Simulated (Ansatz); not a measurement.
Consider the substitution at a C–In bond: `[CH3][InH][CH3]` + `C=C(O)[SiH3]` → `C=C([SiH3])OC` + `[CH3][InH2]`.

Gas-phase electronic energies from Ansatz, PBE0-D4/def2-TZVP geometries. CCSD(T)/CBS adds triple-zeta CCSD(T) − MP2 to the extrapolated MP2 energy (def2 sets, frozen cores). DFT in def2-TZVPP. B3LYP here is the variant with VWN-RPA as its local correlation; programs differ in this. def2 core potentials past Kr. For In outer-core shells are correlated without core-valence functions, which leaves a few kJ/mol of doubt a bond. One conformer a species, not always the lowest.

```
   level  ΔE (kJ/mol)
B3LYP-D4         47.5
  r2SCAN         52.5
```

(1) What does CCSD(T)/CBS give? (Best estimate.)

Largest T1 diagnostic among the species: 0.013.

## Answers

(1) The calculation gave: +59.3 kJ/mol. The listed levels differ from it by -11.8, -6.8 kJ/mol.

The D4 term adds −3.3 kJ/mol with B3LYP and −1.8 kJ/mol with PBE0; it sums over pairs of atoms, weighted by their polarisabilities, and B3LYP, whose exchange is more repulsive, gets the larger term. In def2-TZVPP, CCSD(T) changes the Hartree–Fock value by +15.7 kJ/mol (the triples alone add +1.0 kJ/mol) and MP2 by +22.6 kJ/mol.
